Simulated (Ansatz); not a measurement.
One change: `C[O][GaH2]` becomes `[OH][GaH2]`.

Ansatz, PBE0-D4/def2-TZVP geometries, multiplicity 1. 

Scalar relativity is left out up to krypton.

```csv
property,`C[O][GaH2]`
"ideal-gas entropy at 298 K and 1 bar (rigid rotor, harmonic PBE0-D4/def2-TZVP) / J/(mol·K)",304
HOMO energy (ωB97M-V/def2-TZVPP) / eV,-10.25
size of the dipole moment (B3LYP/def2-TZVPP) / D,1.08
LUMO energy (ωB97M-V/def2-TZVPP) / eV,0.47
size of the dipole moment (PBE/def2-TZVPP) / D,0.96
LUMO energy (PBE0/def2-TZVPP) / eV,-1.21
```

(1) Give the same properties after the change, and the shifts. (Estimate.)

## Answers

(1) Ansatz gave: 
```tsv
property	`[OH][GaH2]`	shift
ideal-gas entropy at 298 K and 1 bar (rigid rotor, harmonic PBE0-D4/def2-TZVP) / J/(mol·K)	263	-41
HOMO energy (ωB97M-V/def2-TZVPP) / eV	-10.80	-0.55
size of the dipole moment (B3LYP/def2-TZVPP) / D	1.44	0.36
LUMO energy (ωB97M-V/def2-TZVPP) / eV	0.51	0.04
size of the dipole moment (PBE/def2-TZVPP) / D	1.32	0.36
LUMO energy (PBE0/def2-TZVPP) / eV	-1.19	0.02
```

The zero-point energy changes by -74.0 kJ/mol with -9 modes. Dipoles are sizes alone; their direction can turn.

B3LYP here is the variant with VWN-RPA as its local correlation; programs differ in this.
